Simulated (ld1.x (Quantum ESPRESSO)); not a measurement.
Before and after: TM potential for Ag (Z = 47)

ld1.x (Quantum ESPRESSO) 7.5 input, shortened:

```
&input
   title='Ag', zed=47., rel=1, dft='PZ', iswitch=3,
   config='[Kr] 4d8 5s0 5p0'
 /
 &inputp
   pseudotype=2, tm=.true., lloc=-1, rcloc=1.15,
   nlcc=.false.
 /
3
5S  1  0   0.00   0.00  2.20  2.20  0.0
5P  2  1   0.00   0.00  1.95  1.95  0.0
4D  3  2   8.00   0.00  1.45  1.45  0.0
 &test
   configts(1)='4d8 5s0 5p0'
 /
```

Change: local potential all-electron potential smoothed inside 1.00 bohr (lloc = -1).

Cutoffs: the cutoffs (Ry, on a coarse ladder) from which the occupation-weighted sum of valence levels, in a spherical-Bessel basis at the reference potential, stays within 10 and 1 mRy of its value at 400 Ry; they do not see the model core or the augmentation charge, which bear on the density cutoff. Errors are all-electron minus pseudo energies relative to the spin-unpolarised reference configuration.

Task: How do hardness, ghosts and transferability respond?

Result: The potential gets neither clearly harder nor softer (70 Ry and 100 Ry → 70 Ry and 90 Ry); both files keep a bound ghost (p, s); of the 9 tests that both files solve, the error grows in 3 and shrinks in 2 by more than 15 % and 0.3 meV (median size 67.2 → 103.8 meV); the range in which the s phases agree narrows (upper end -0.3 → -1.6); the range in which the p phases agree narrows (upper end 1.8 → 0.4).

| quantity | base | changed |
| --- | --- | --- |
| cutoff, loose | 70 Ry | 70 Ry |
| cutoff, tight | 100 Ry | 90 Ry |
| bound ghosts | s, p | s, p |
| error for 4d10 5s1 5p0, meV [ΔE -66.92 eV] | +61 | +104 |
| error for 4d10 5s0 5p0, meV [ΔE -58.82 eV] | -111 | -108 |
| error for 4d9 5s0 5p0, meV [ΔE -36.43 eV] | -40 | -39 |
| error for 4d10 5s0.5 5p0, meV [ΔE -63.73 eV] | -17 | +7.1 |
| error for 4d9 5s1 5p1, meV [ΔE -58.35 eV] | +123 | +174 |
| error for 4d7 5s0 5p0, meV [ΔE 51.93 eV] | -81 | -80 |
| error for 4d10 5s0 5p1, meV [ΔE -62.90 eV] | -54 | -24 |
| error for 4d8 5s0 5p0 (spin-polarised), meV [ΔE -0.70 eV] | +523 | +523 |
| error for 4d10 5s1 5p0 (spin-polarised), meV [ΔE -67.07 eV] | +67 | +112 |
| s: phases at 2.41 bohr within 0.05 rad from the reference energy up to (Ry; the scan ends near 5) | -0.3 | -1.6 |
| p: phases at 2.41 bohr within 0.05 rad from the reference energy up to (Ry; the scan ends near 5) | 1.8 | 0.4 |
| d: phases at 2.41 bohr within 0.05 rad from the reference energy up to (Ry; the scan ends near 5) | to the end of the scan | to the end of the scan |

 A true bound ghost makes a file unfit for plane-wave use even where its test errors are small: the radial tests pick states by their node count and pass the ghost by.
